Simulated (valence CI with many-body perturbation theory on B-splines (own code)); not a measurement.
Values are calculated unless marked as measured or tabulated.
Run record, Ni¹²⁺

Method: valence CI with perturbative core correlation (CI+MBPT): six valence electrons over a frozen Dirac-Fock core [Ne], a basis of 9 s, 9 p, 8 d, 6 f, 3 g, 1 h functions for each j, with the one-electron correlation potential Σ1 (screened to all orders), the two-electron term Σ2, the three-electron term Σ3, Breit, model QED; selected single and double excitations, second order for the rest, scaled by the run's own slope (own B-spline code, finite nucleus).

Command, and the settings that its task file holds:

```sh
python run_cv.py task.json out
```

```
atom Ni  Z=28  mass_number=58  rms_radius_fm=3.7757
core [Ne]
valence 3s2 3p4
avg = 1
basis = M
breit = 1
cap = 60000
capref = 1200
cscale = 1
de = 0.0
dress = 0
eps = 2e-08
extrap = 1
h = 0.27
hh = 1
l2 = 3
lcore = 6
maxit = 60
n2 = 5
natural = 1
nlev = 35
nno = [5, 5, 5, 4, 2, 1]
nroot = 26
nsp = [4, 4, 3, 2, 1, 0]
pt2 = 1
qed = 1
rpa = 1
s1 = 1
s2 = 1
s3 = 1
screen = 1
tol = 2e-05
whole = 1
```

(1) Roughly how long does this run take on one core of Intel(R) Xeon(R) Processor @ 2.30GHz, and how much memory?

Log. The first blocks belong to the next ion, which gives the ionisation energy. Fields: 2J, parity (1 odd), roots, reference size, generating configurations, candidates as configurations/state functions, variational space P, stored matrix elements, Davidson steps; e2 is the range of second-order energies in hartree. The first line gives the box (bohr), its intervals, the orbitals and the steps of their self-consistent field. Window is the range of levels sought, series limit the energy at which the first omitted orbital would enter, core excitation an estimate of the first excitation out of the core, left out the lowest levels not solved, and shifts from estimates the range by which levels moved from their first estimate, all in cm⁻¹.

```
rmax 8.8 intervals 62 orbitals 63 references ['3s2 3p4', '3s 3p5', '3s2 3p3 3d', '3p6', '3s 3p4 3d'] scf 7 t 1.0
2J=3 par=1 roots 2 ref 34 generators 13 cand 1609/5935 P 1625/5969 nnz 4.3e+06 it 6
2J=3 par=1 roots 2 ref 34 generators 26 cand 4496/24026 P 6121/29995 nnz 6.3e+07 it 6
   second order: generators 48 cand 70524/831447 e2 -0.00062 -0.00048
reference levels 519, estimated 73, window 607845 1/cm; series limit 2542964, core excitation 6915516
2J=4 par=0 roots 3 ref 47 generators 24 cand 1689/9467 P 2170/11938 nnz 1.3e+07 it 7
2J=4 par=0 roots 3 ref 47 generators 34 cand 4361/41802 P 6531/53740 nnz 1.7e+08 it 12
   second order: generators 63 cand 121784/3960152 e2 -0.00864 -0.00129
2J=2 par=0 roots 2 ref 32 generators 17 cand 1732/9453 P 2218/11944 nnz 1.2e+07 it 6
2J=2 par=0 roots 2 ref 32 generators 28 cand 5642/43125 P 7860/55069 nnz 1.6e+08 it 10
   second order: generators 53 cand 119297/2847445 e2 -0.00527 -0.00101
2J=0 par=0 roots 3 ref 19 generators 23 cand 3883/9424 P 5155/11936 nnz 8.3e+06 it 8
2J=0 par=0 roots 3 ref 19 generators 32 cand 10252/44273 P 15407/56209 nnz 1.1e+08 it 8
   second order: generators 61 cand 97035/721555 e2 -0.00065 -0.00022
2J=4 par=1 roots 10 ref 85 generators 26 cand 1460/9401 P 1910/11981 nnz 1.1e+07 it 10
2J=4 par=1 roots 10 ref 85 generators 45 cand 4788/46467 P 6698/58448 nnz 1.9e+08 it 12
   second order: generators 97 cand 173602/6554056 e2 -0.00665 -0.00457
2J=2 par=1 roots 10 ref 69 generators 27 cand 1843/9450 P 2437/11976 nnz 1e+07 it 9
2J=2 par=1 roots 10 ref 69 generators 42 cand 6215/47772 P 8652/59748 nnz 1.8e+08 it 9
   second order: generators 110 cand 181006/4545560 e2 -0.00410 -0.00184
2J=0 par=1 roots 5 ref 26 generators 17 cand 3394/9423 P 4583/11922 nnz 8e+06 it 9
2J=0 par=1 roots 5 ref 26 generators 33 cand 11658/48087 P 16241/60009 nnz 1.4e+08 it 9
   second order: generators 76 cand 145858/1302559 e2 -0.00074 -0.00031
2J=6 par=1 roots 9 ref 75 generators 25 cand 1437/9420 P 1870/11937 nnz 1.2e+07 it 11
2J=6 par=1 roots 9 ref 75 generators 43 cand 4099/45146 P 5969/57083 nnz 1.9e+08 it 12
   second order: generators 92 cand 170023/7535313 e2 -0.00722 -0.00529
2J=8 par=1 roots 5 ref 51 generators 16 cand 1598/9415 P 2092/11971 nnz 1.3e+07 it 9
2J=8 par=1 roots 5 ref 51 generators 31 cand 3896/42110 P 5988/54081 nnz 1.8e+08 it 11
   second order: generators 74 cand 152821/7220335 e2 -0.00570 -0.00472
2J=10 par=1 roots 1 ref 27 generators 8 cand 1933/9724 P 2693/12431 nnz 1.2e+07 it 5
2J=10 par=1 roots 1 ref 27 generators 16 cand 4471/48037 P 7164/60468 nnz 2.2e+08 it 6
   second order: generators 39 cand 105671/4395561 e2 -0.00292 -0.00292
left out: unestimated 873473, estimated 666329, shifts from estimates -135 to 456
operators 0.7
```

The Davidson iterations converged.

No measured levels were compared; by estimate levels of excited configurations hold to 0.05 to 0.15 % of their energy, terms of the ground configuration to about 0.5 %. Among the levels kept, up to 1500 cm⁻¹ of a level comes from second order outside the variational space, and about a tenth of that is noise between levels of different J, which matters for small intervals.

```
Valence energy                            : -108.3216 hartree
Ionisation energy                         : 384.95 eV (NIST: 384.5 ± 0.5 eV (semi-empirical))
Reference configurations for the orbitals : 3s2 3p4, 3s 3p5, 3s2 3p3 3d, 3p6, 3s 3p4 3d
Radial orbitals                           : 63
Box radius                                : 8.816 bohr
Largest variational space                 : 60468
Lowest levels                             : 3s²3p⁴ ³P_2 0.000, 3s²3p⁴ ³P_1 2.421, 3s²3p⁴ ³P_0 2.492, 3s²3p⁴ ¹D_2 5.853, 3s²3p⁴ ¹S_0 12.169, 3s3p⁵ ³P°_2 40.924, 3s3p⁵ ³P°_1 42.654, 3s3p⁵ ³P°_0 43.818, 3s3p⁵ ¹P°_1 52.196, 3s²3p³3d ⁵D°_0 55.476, 3s²3p³3d ⁵D°_1 55.520, 3s²3p³3d ⁵D°_2 55.547, 3s²3p³3d ⁵D°_3 55.595, 3s²3p³3d ⁵D°_4 55.814 eV
```

Names give the largest LS component (configuration and term), which can be under half, so a name can repeat, a term be missing and a line seem to break the LS rules; names also repeat where a configuration has a term twice.

## Answers

(1) 12 min on 1 thread of Intel(R) Xeon(R) Processor @ 2.30GHz (shared host), peak memory 1.8 GiB.
